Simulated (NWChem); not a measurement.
Program: NWChem. System: ethylene glycol (C$_{2}$H$_{6}$O$_{2}$), charge 0, spin multiplicity 1, at a geometry optimised with PBE0/def2-SVP. Level: RHF/6-311G** (spherical d).

NWChem printed:

```
             Northwest Computational Chemistry Package (NWChem) 7.3.0
             --------------------------------------------------------

                                NWChem Input Module
                                -------------------

 Scaling coordinates for geometry "geometry" by  1.889725989
 (inverse scale =  0.529177249)

                             Geometry "geometry" -> ""
                             -------------------------

 Output coordinates in angstroms (scale by  1.889725989 to convert to a.u.)

  No.       Tag          Charge          X              Y              Z
 ---- ---------------- ---------- -------------- -------------- --------------
    1 O                    8.0000     1.33936700    -0.51402200     0.01674800
    2 C                    6.0000     0.62118500     0.67196700    -0.23696700
    3 C                    6.0000    -0.81800500     0.25908400    -0.45257800
    4 O                    8.0000    -1.30844800    -0.43496700     0.65562800
    5 H                    1.0000     2.20208000    -0.28956300     0.37583800
    6 H                    1.0000     0.67093200     1.36347000     0.62624800
    7 H                    1.0000     1.00371700     1.20794700    -1.12821200
    8 H                    1.0000    -1.44377700     1.15277700    -0.60689900
    9 H                    1.0000    -0.87651000    -0.34787800    -1.38022700
   10 H                    1.0000    -0.62288000    -1.08113900     0.87151500

 Effective nuclear repulsion energy (a.u.)     134.5607680249

            Nuclear Dipole moment (a.u.)
            ----------------------------
        X                 Y               Z
 ---------------- ---------------- ----------------
    -0.0000113384     0.0000151178     0.0000018897


 Summary of "ao basis" -> "" (spherical)
 ------------------------------------------------------------------------------
       Tag                 Description            Shells   Functions and Types
 ---------------- ------------------------------  ------  ---------------------
 *                          6-311g**                  on all atoms

 Summary of "ao basis" -> "ao basis" (spherical)
 ------------------------------------------------------------------------------
       Tag                 Description            Shells   Functions and Types
 ---------------- ------------------------------  ------  ---------------------
 O                          6-311g**                 8       18   4s3p1d
[...]
    86      0.221053   7 H  s                 5      0.201220   1 O  pz
    80     -0.188270   6 H  s                27     -0.167306   2 C  pz

 Vector   17  Occ=2.000000D+00  E=-4.321734D-01
              MO Center= -8.4D-01, -1.4D-01,  6.6D-02, r^2= 2.0D+00
   Bfn.  Coefficient  Atom+Function         Bfn.  Coefficient  Atom+Function
  ----- ------------  ---------------      ----- ------------  ---------------
    66      0.264497   4 O  py               62      0.232250   4 O  py
    67      0.216609   4 O  pz               98      0.212502   9 H  s
    63      0.200666   4 O  pz               65      0.172317   4 O  px
    58      0.154861   4 O  py

 Vector   18  Occ=0.000000D+00  E= 1.452304D-01
              MO Center=  1.8D+00,  2.5D-01,  3.4D-01, r^2= 5.2D+00
   Bfn.  Coefficient  Atom+Function         Bfn.  Coefficient  Atom+Function
  ----- ------------  ---------------      ----- ------------  ---------------
    28      1.197064   2 C  s                75     -1.145819   5 H  s
    81     -0.667497   6 H  s                87     -0.504245   7 H  s
    10      0.421973   1 O  s                46      0.347148   3 C  s
    93     -0.309866   8 H  s               105     -0.230780  10 H  s
    30      0.214486   2 C  py               11      0.210468   1 O  px

 Vector   19  Occ=0.000000D+00  E= 1.754063D-01
              MO Center=  1.4D-01,  8.3D-01, -8.0D-01, r^2= 7.1D+00
   Bfn.  Coefficient  Atom+Function         Bfn.  Coefficient  Atom+Function
  ----- ------------  ---------------      ----- ------------  ---------------
    87     -1.112159   7 H  s                46      1.085050   3 C  s
    93     -1.030646   8 H  s                28      0.794279   2 C  s
    75      0.731082   5 H  s                99     -0.617740   9 H  s
   105      0.420404  10 H  s                47     -0.346075   3 C  px
    31     -0.336901   2 C  pz               10     -0.325338   1 O  s

 Vector   20  Occ=0.000000D+00  E= 1.991480D-01
              MO Center= -2.8D-01, -2.1D-02, -3.2D-01, r^2= 7.1D+00
   Bfn.  Coefficient  Atom+Function         Bfn.  Coefficient  Atom+Function
  ----- ------------  ---------------      ----- ------------  ---------------
    99      1.506518   9 H  s                81     -1.345972   6 H  s
    46     -1.012564   3 C  s                28      0.814138   2 C  s
   105      0.700733  10 H  s                48      0.470687   3 C  py
    49      0.471504   3 C  pz               31      0.310783   2 C  pz
    64     -0.273680   4 O  s                93     -0.224298   8 H  s

 center of mass
 --------------
 x =  -0.02822023 y =  -0.06046810 z =   0.03742486

 moments of inertia (a.u.)
 ------------------
         122.648427672674          -4.775640711522          32.127146123104
          -4.775640711522         332.858768434871          34.892993927404
          32.127146123104          34.892993927404         349.344027250997

  Mulliken analysis of the total density
  --------------------------------------

    Atom       Charge   Shell Charges
 -----------   ------   -------------------------------------------------------
    1 O    8     8.50   1.08  0.91  0.94  0.97  2.11  0.85  1.63  0.01
    2 C    6     5.94   1.10  0.89  0.57  0.73  1.53  0.37  0.64  0.11
    3 C    6     5.90   1.10  0.89  0.57  0.73  1.54  0.37  0.59  0.12
    4 O    8     8.48   1.08  0.91  0.93  0.98  2.10  0.85  1.60  0.01
    5 H    1     0.74   0.26  0.38  0.03  0.07
    6 H    1     0.92   0.27  0.54  0.10  0.02
    7 H    1     0.93   0.27  0.54  0.09  0.02
    8 H    1     0.92   0.27  0.54  0.09  0.02
    9 H    1     0.93   0.27  0.54  0.10  0.02
   10 H    1     0.74   0.26  0.38  0.04  0.07

       Multipole analysis of the density wrt the origin
       ------------------------------------------------

     L   x y z        total         open         nuclear
     -   - - -        -----         ----         -------
     0   0 0 0     -0.000000      0.000000     34.000000

     1   1 0 0      0.965120      0.000000     -0.000011
     1   0 1 0      0.525326      0.000000      0.000015
     1   0 0 1     -0.170858      0.000000      0.000002

     2   2 0 0    -18.216638      0.000000    156.859122
     2   1 1 0      0.240952      0.000000      3.863252
     2   1 0 1      2.702012      0.000000    -13.165704
     2   0 2 0    -17.834926      0.000000     45.567184
     2   0 1 1     -0.916077      0.000000    -20.671811
     2   0 0 2    -18.478764      0.000000     35.161071

 Task  times  cpu:        7.5s     wall:        7.5s

 Total times  cpu:        7.5s     wall:        7.5s
```

**Question.** Write an NWChem input that would produce this output.

**Answer.** One answer among several that fit: 
```
start mol
memory heap 200 mb stack 900 mb global 1100 mb
geometry units angstroms nocenter noautoz noautosym
  O      1.339367    -0.514022     0.016748
  C      0.621185     0.671967    -0.236967
  C     -0.818005     0.259084    -0.452578
  O     -1.308448    -0.434967     0.655628
  H      2.202080    -0.289563     0.375838
  H      0.670932     1.363470     0.626248
  H      1.003717     1.207947    -1.128212
  H     -1.443777     1.152777    -0.606899
  H     -0.876510    -0.347878    -1.380227
  H     -0.622880    -1.081139     0.871515
end
basis spherical
  * library 6-311g**
end
scf
  rhf
  nopen 0
  maxiter 100
  thresh 1e-7
  semidirect memsize 60000000 filesize 0
end
task scf energy
```
